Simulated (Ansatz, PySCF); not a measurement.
Dimer: H2O (SMILES O) (first 3 atoms) with GeH4 (SMILES [GeH4]); geometry from B3LYP-D3(BJ)/def2-TZVP, rigid monomers moved along the line of their centres of mass till O1···Ge4 is 4.58 Å.
(charge 0, multiplicity 1):
```xyz
8

O      0.26205    -0.12402     0.40074
H     -0.65296     0.03343     0.14499
H      0.70211     0.72734     0.30544
Ge    -0.32744    -0.04084     4.94653
H     -0.55737     0.04299     6.46809
H     -0.75716     1.29718     4.32330
H     -1.18053    -1.18037     4.37663
H      1.16067    -0.29109     4.67815
```

Monomers are frozen at their geometry in the pair; levels with a basis set take the counterpoise correction. Rows marked so take none.

Rows in 6-31G* carry no dispersion term and start afresh at each structure (6-31G* with six Cartesian d functions); the Pople sets are all-electron and without relativity. MP2/6-31G* freezes PySCF's default core, which leaves 3d correlated.

Programs: Ansatz (an electronic-structure program) with Gaussian orbitals; PySCF for 6-31G* rows. 

Task: One of these levels gives -1.18 kcal/mol for the interaction energy. Which?
(A) HF/aug-cc-pVTZ
(B) HF/6-31G* (no counterpoise)
(C) MP2/6-31G* (no counterpoise)

Result: C, MP2/6-31G* (no counterpoise). The others give -0.81 (HF/6-31G* (no counterpoise)), -0.24 (HF/aug-cc-pVTZ)
